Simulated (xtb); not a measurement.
C₂H₄NO (SMILES [CH2]C(N)=O), doublet, geometry from GFN2-xTB. Base run: GFN0-xTB (xtb).

Input for xtb:
```
$ xtb mol.xyz --gfn 0 --uhf 1 --json

# file mol.xyz
8

O      0.26454729     1.29773969     0.28038356
C     -0.00493724     0.12821280     0.02873673
N      0.98714613    -0.78717018    -0.20832170
C     -1.33891368    -0.38189073    -0.04047884
H      0.79601498    -1.74930651    -0.41636310
H     -1.54281494    -1.41283947    -0.26342944
H     -2.15856718     0.28838609     0.13621077
H      1.94207144    -0.47589881    -0.17078220
```

Each row names what was changed in the base input (with any setting that the change needs).

```csv
change,ΔE vs base (kJ/mol)
base,0.00
file = coord,0.00
acc = 0.1,0.00
acc = 0.0001,0.00
etemp = 10000,-119.2
acc = 30,0.00
etemp = 5000,-29.4
etemp = 1000,-0.08
etemp = 10,0.00
```
